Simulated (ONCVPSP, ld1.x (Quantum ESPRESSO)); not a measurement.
**Hardness and transferability of assorted potentials**

Generated with ld1.x 7.5 (TM, RRKJ, ultrasoft, PAW), atompaw 4.2 or ONCVPSP 4.0.1. The cutoff is in Ry: for ld1.x and atompaw files where the sum of valence levels is converged to 10 mRy in a Bessel basis, for ONCV files where the hardest occupied wave has 1 mHa per electron of residual kinetic energy. The error is the largest all-electron minus pseudo excitation energy over each file’s own four to seven test configurations (ionisations up to +4, promotions, holes and added fractions of an electron), all of which were solved. The labels leave out finer settings (local radius, basis sizes, second energies), which also bear on the numbers. Spin-polarised tests are not counted. The rows are a selection from randomly drawn settings: files with unsolved tests, undetermined cutoffs or missed reference levels are left out.

A true bound ghost makes a file unfit for plane-wave use even where its test errors are small: the radial tests pick states by their node count and pass the ghost by.

```csv
element,potential,cutoff (Ry),largest error (meV),bound ghosts
Si,"TM semilocal, LDA (PZ), scalar-relativistic, rc 1.65/1.40 (sp), local s, core correction yes, reference 3s1.75 3p2.25",45,+11,none
As,"ONCV, PBEsol, non-relativistic, rc 1.35/1.35/1.85 (spd), local p, core correction yes, reference 4s2 4p3, qcut 5/7/5.1, projectors 2/0/1",163,-310,d
As,"ONCV, PBE, scalar-relativistic, rc 1.75/1.25/0.80 (spd), local smoothed, core correction no, reference 3p6 3d10 4s2 4p3, qcut 4.6/13.1/17.7, projectors 3/2/1",278,-8.4,s
Sm,"ONCV, PBE, scalar-relativistic, rc 2.30/1.90/2.50 (spd), local smoothed, core correction yes, reference 5s2 5p6 5d1 6s2, qcut 5.1/6.3/4.5, projectors 2/3/1",32,-45,none
Er,"ONCV, PBE, scalar-relativistic, rc 2.25/2.55/3.50 (spd), local smoothed, core correction yes, reference 5s2 5p6 5d1 6s1.75 6p0.25, qcut 6.3/4.8/4.9, projectors 2/3/2",22,-299,none
Pt,"ONCV, LDA (Perdew-Wang 92), scalar-relativistic, rc 2.10/1.80/2.30 (spd), local smoothed, core correction yes, reference 5s2 5p6 5d8 6s2, qcut 8.4/8.1/6.3, projectors 2/2/2",34,-26,none
Pb,"TM, PBE, scalar-relativistic, rc 1.85/2.00/1.75 (spd), local s, core correction no, reference 5d10 6s2 6p1.5",55,-120,none
```

**Question.** Fill in the row for Hf: TM, PBE, scalar-relativistic, rc 1.75/1.15/3.00 (spd), local s, core correction yes, reference 5s2 5p6 5d2 6s0 6p0.

**Answer.** cutoff 100 Ry, largest error +1931 meV, bound ghosts: none.
